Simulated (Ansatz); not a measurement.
Coupled-cluster diagnostics for Tl6, Ansatz.

Geometry of the singlet (PBE-D4/def2-SVP):

```xyz
6

Tl   -1.029   -0.210   -2.734
Tl    0.021    2.799    0.290
Tl    3.188   -0.101    1.526
Tl    0.958    0.000   -0.543
Tl   -0.576   -0.973    1.833
Tl   -2.561   -1.515   -0.371
```

In the def2 sets Tl takes a core potential; there is no spin–orbit coupling. Correlated methods freeze 24 core orbitals; core or outer-core shells of Tl are correlated, in sets that lack core-valence functions. Another isomer (singlet) lies 0.48 eV lower at PBE0-D4/def2-TZVP; other spin states weren't run for this one.

Estimate the CCSD(T) correlation energy, the shares of MP2 and (T), T1 and the reference's ⟨S²⟩ for: charge 0, singlet, own geometry in def2-SVP; and the rough time on 4 threads of Arm Neoverse V1 on a shared host.


```csv
state,basis,correlation (eV),MP2 share (%),(T) share (%),T1,⟨S²⟩ (pure),wall time,remarks
"charge 0, singlet, own geometry",def2-SVP,-15.998,90.1,7.2,0.020,0.00 (0.00),2.9 min,"large T1 (0.020), restricted SCF unstable"
```
Customary marks for T1 are 0.02 (closed shells), 0.045 (open shells) and about 0.05 (3d metals). T1 exceeds 0.02 in 1 of 1 rows and 0.045 in 0; the higher it lies, the less the single-reference result can be trusted.
